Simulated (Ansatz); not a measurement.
Abridged output of a molecular run in Ansatz:

```
Functional definition: HF
1595 factors; integrals over basis functions are off by at most 1.1e-3 eV
mean field evaluation 1: about -13947.5767 eV, gradient 4.1e1 eV
mean field evaluation 2: about -13947.8856 eV, gradient 4.1e1 eV
mean field evaluation 4: about -13951.1733 eV, gradient 4.6e0 eV
mean field evaluation 8: about -13951.2345 eV, gradient 2.6e-1 eV
mean field -13951.23474965 eV, -512.6984205632 hartree, gradient 1.7e-6 eV, S^2 0.000000; 0 other end points of the search recorded, 0 dependent functions left out
7 core orbitals not correlated: weight in the atoms' cores, before any rotation towards them, 1.000 or more for the frozen orbitals, at most 0.000 for the correlated occupied ones
reference -13951.23474965 eV, -512.6984205632 hartree; 21, 21 occupied and 217, 217 virtual orbitals, 1595 factors
second order -39.62073968 eV of doubles, -0.00000000 eV of singles
cycle   1  -39.09936158 eV  change    5.2e-1 eV  update   1.3e-1
cycle   2  -39.91297455 eV  change   -8.1e-1 eV  update   4.0e-2
cycle   3  -40.11758753 eV  change   -2.0e-1 eV  update   1.9e-2
cycle   4  -40.09616139 eV  change    2.1e-2 eV  update   4.4e-3
cycle   5  -40.09117126 eV  change    5.0e-3 eV  update   1.9e-3
cycle   6  -40.09351092 eV  change   -2.3e-3 eV  update   5.6e-4
cycle   7  -40.09343208 eV  change    7.9e-5 eV  update   1.9e-4
cycle   8  -40.09323050 eV  change    2.0e-4 eV  update   6.6e-5
cycle   9  -40.09322757 eV  change    2.9e-6 eV  update   2.4e-5
perturbative correction -1.40525522 eV, -0.0516421768 hartree
Total energy: -13992.73323244 eV, -514.2234616771 hartree
```

Its atoms:

Cartesian coordinates in Å:
```
F 2.4262 0.7077 0.4571
C 1.3311 -0.0279 0.3351
C 0.1881 0.4895 -0.0812
F 0.0664 1.7735 -0.4089
C -1.0795 -0.2790 -0.2526
F -0.8692 -1.5900 -0.0024
F -2.0161 0.1682 0.6190
H 1.4430 -1.0702 0.5969
H -1.4901 -0.1718 -1.2629
```

(1) Which basis set was used?
A. cc-pV(Q+d)Z
B. def2-TZVPP
C. def2-SVPD
D. def2-TZVPPD

(2) Write the keys of the input that set method, charge and spin (a neutral closed shell needs none for the last two).

## Answers

(1) B. It gives 245 functions.

(2) 
```yaml
correlation: {method: ccsd_t}
```
